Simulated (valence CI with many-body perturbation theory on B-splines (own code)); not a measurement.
**Which ion has this spectrum?**

A relativistic CI+MBPT calculation for an atom or ion with 5 electrons gives these levels (× 10³ cm⁻¹):

```
  J  Parity       E     g
1/2     odd    0.00  0.65
1/2    even  929.04  2.35
3/2     odd  1068.0  1.32
3/2    even  1731.0  1.68
5/2    even  1924.4  1.41
3/2    even  2242.9  0.93
1/2    even  2281.4  1.14
5/2    even  2951.6  1.37
3/2     odd  3284.9  1.43
1/2    even  3403.7  1.81
3/2    even  3413.3  1.22
3/2     odd  4174.8  1.40
5/2     odd  4302.7  1.19
1/2     odd  4543.6  0.65
```

The energies are calculated, and their last digits are not significant.

**Question.** Which is it?
A. Tc38+
B. Nb36+
C. Rh40+
D. Zr35+

**Answer.** A. Tc38+, ground level (2s^2 2p1/2) J=1/2.
